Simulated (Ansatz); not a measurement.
`C[N](C)[AlH][Cl]` → `[CH2]` (triplet) + `C[NH][AlH][Cl]` at 298.15 K and 1 bar (formal loss of a carbene).

Gas-phase electronic energies from Ansatz, PBE0-D4/def2-TZVP geometries. CBS: MP2 limit from def2 TZ/QZ plus the TZ coupled-cluster correction, frozen cores. This one scheme is used for every species. Triplets are unrestricted, without spin–orbit coupling. Each species was taken in one conformer, which may not be the lowest.

| species | CCSD(T)/CBS energy (Eh) | H − E (kJ/mol) | S (J/(mol·K)) |
| --- | --- | --- | --- |
| `C[N](C)[AlH][Cl]` | -836.90351 | 261.1 | 354.4 |
| `[CH2]` (triplet) | -39.09499 | 55.4 | 195.3 |
| `C[NH][AlH][Cl]` | -797.65353 | 184.3 | 328.0 |

H − E and S are ideal-gas, rigid-rotor, harmonic terms from PBE0-D4/def2-TZVP, for one conformer and one mirror image of each species, with the whole ground term of open shells counted as degenerate. 1 Eh = 2625.50 kJ/mol, R = 8.31446 J/(mol·K).

Question: By hand: ΔE, ΔH, ΔS and ΔG.

Answer: ΔE = (-39.09499) + (-797.65353) − (-836.90351) = 0.15499 Eh = 406.9 kJ/mol. Δ(H − E) = 55.4 + 184.3 − 261.1 = -21.4, so ΔH = 385.5 kJ/mol. ΔS = 195.3 + 328.0 − 354.4 = 168.9 J/(mol·K). ΔG = 385.5 − 298.15 × (168.9)/1000 = 335.1 kJ/mol.

Question: By hand: the equilibrium constant, and the temperature at which ΔG would vanish if ΔH and ΔS stayed fixed.

Answer: log₁₀ K = −ΔG/(RT ln 10) = -58.7. ΔG = 0 at ΔH/ΔS = 2282 K.

The number of gas molecules changes by +1, which sets the sign of ΔS. A doubt of 5 kJ/mol in ΔE shifts log₁₀ K by 0.9 here. Other conformers and mirror images would add mixing entropy, several J/(mol·K) or more a flexible species. A triplet takes part, so the spin changes. These are equilibria of isolated gas molecules and say nothing of rates. Largest T1 diagnostic: 0.011 (customary marks: 0.02 for closed shells, 0.045 for open ones).
